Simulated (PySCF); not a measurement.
Cd(F)(NH2) (CdFH2N), SMILES [NH2][Cd][F].

Geometry: B3LYP-D3(BJ)/def2-TZVP. The def2 effective core potentials stand for the cores of Cd; spin–orbit coupling is left out. Other conformers were not sampled.

Level of theory: ωB97X/def2-TZVPD (PySCF).

Symmetry labels are those of the subgroup Cs that the program uses (full group Cs).

**Question.** List the valence orbital energies around the gap with their symmetry. (Estimate from the structure and the level; the computed values follow.)

**Answer.** 
```json
[
 {"orbital": "HOMO−7", "symmetry": "A\"", "energy (eV)": "-18.01"},
 {"orbital": "HOMO−6", "symmetry": "A'", "energy (eV)": "-18.01"},
 {"orbital": "HOMO−5", "symmetry": "A\"", "energy (eV)": "-15.47"},
 {"orbital": "HOMO−4", "symmetry": "A'", "energy (eV)": "-12.96"},
 {"orbital": "HOMO−3", "symmetry": "A'", "energy (eV)": "-12.61"},
 {"orbital": "HOMO−2", "symmetry": "A\"", "energy (eV)": "-12.28"},
 {"orbital": "HOMO−1", "symmetry": "A'", "energy (eV)": "-12.22"},
 {"orbital": "HOMO", "symmetry": "A'", "energy (eV)": "-9.98"},
 {"orbital": "LUMO", "symmetry": "A'", "energy (eV)": "0.39"},
 {"orbital": "LUMO+1", "symmetry": "A\"", "energy (eV)": "1.44"},
 {"orbital": "LUMO+2", "symmetry": "A'", "energy (eV)": "1.75"},
 {"orbital": "LUMO+3", "symmetry": "A'", "energy (eV)": "2.67"}
]
```
